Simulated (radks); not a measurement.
The numbers below are computed, except where a source is named.
Q: All-electron atom: Pd X in [Kr] 4d1. Code: a radial shooting solver on a logarithmic mesh with Libxc functionals. Model: Dirac Kohn-Sham, PBE, spin-unpolarised, spherical densities, finite nucleus; open shells are shared between the two j in proportion to 2j + 1; Fermi nuclear charge, rms radius 4.5318 fm.

Spin-orbit splittings of the eigenvalues, e(l+1/2) - e(l-1/2), with zeta = 2 splitting/(2l+1) and mean radii in bohr:

| shell | occ. | splitting (eV) | zeta (eV) | <r> j=l-1/2 | <r> j=l+1/2 |
|---|---|---|---|---|---|
| 2p | 6 | ? | ? | 0.1171 | 0.1221 |
| 3p | 6 | 27.96 | 18.64 | 0.3701 | 0.3808 |
| 3d | 10 | 5.602 | 2.241 | 0.3536 | 0.3571 |
| 4p | 6 | 5.463 | 3.642 | 0.9339 | 0.9550 |
| 4d | 1 | 0.8988 | 0.3595 | 1.061 | 1.068 |
| 4f | 0 | 0.07256 | 0.02073 | 1.310 | 1.311 |
| 5p | 0 | 1.631 | 1.087 | 1.898 | 1.929 |

Estimate the 2p splitting.

A: 159.4 eV (zeta = 106.3 eV).
